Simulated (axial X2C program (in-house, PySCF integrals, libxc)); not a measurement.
## HfCl: cheaper levels and CCSD(T), two-component

Computed with an in-house relativistic program for diatomic molecules. Two-component (2c) means X2C with spin–orbit coupling and atomic mean-field two-electron Coulomb and Gaunt terms. Basis: Hf dyall-cv3z [13s14p9d7f4g], Cl dyall-av3z [9s8p3d2f] (cores contracted in-house); Gaussian nuclei, density fitting, unrestricted open shells. Masses: Hf 179.947 u, Cl 34.969 u.

State: Ω = 3/2 (⟨Sz⟩ = -0.52, ⟨Lz⟩ = 2.02 at HF); fragments Hf + Cl.

```csv
level,Re (Å),ωe (cm⁻¹)
PBE0,2.292,376.9
HF,2.374,350.2
CCSD,2.345,363.0
PBE50,2.296,378.2
```

Correlated methods: 11 electrons correlated (number of frozen shells: Hf 5 s, 4 p, 2 d, 1 f; Cl 2 s, 1 p), 315 virtual spin orbitals or spinors in MP2, 90 natural virtuals in coupled cluster.

CCSD(T), same Hamiltonian and basis:

Re = 2.342 Å, ωe = 364.0 cm⁻¹, De = 4.82 eV; T1 = 0.045 (Lee–Taylor normalisation).

(1) Give the differences from CCSD(T) in the columns below.

One determinant describes the state; a PBE0 search over occupations chose it and may have missed a lower one. Dissociation energies refer to the lowest single-determinant-based atoms at the same level and basis. De is not given where an atomic determinant may have missed its ground term or J level, or where the truncated virtual space spoils (T). Density functionals use the spin component along the axis (collinear). Coupled cluster ran in a truncated set of natural virtual spinors; the MP2 energy of the rest was added. (T) has no such correction and the atoms are truncated less, which lowers De at CCSD(T) by a hundredth of an eV or more. Other states lie close and PBE0, whose exact exchange favours high spin, may order them wrongly; the determinant shown need not be the ground state. The nearest other 2c determinant of the search, Ω = 5/2, lies 0.38 eV up at the distance of the search. The functionals have no current-density term, which raises determinants with orbital currents, atoms included. The outer-core s and p shells of the metal are frozen in the correlated rows, which leaves out core–valence correlation; for alkali and alkaline-earth bonds that tends to lengthen them. The determinant is spin-polarised beyond a pure state at some levels (its spin-free form has ⟨S²⟩ too high), which makes Re and μ there less reliable. The T1 diagnostic is large, a sign of multireference character. With the outer-core shells frozen, correlated bond lengths of heavy atoms tend to come out a few hundredths of an ångström too long.

Answers

(1) 

```
level  ΔRe (Å)  Δωe (cm⁻¹)
 PBE0   -0.050          13
   HF    0.032         -14
 CCSD    0.003          -1
PBE50   -0.046          14
```
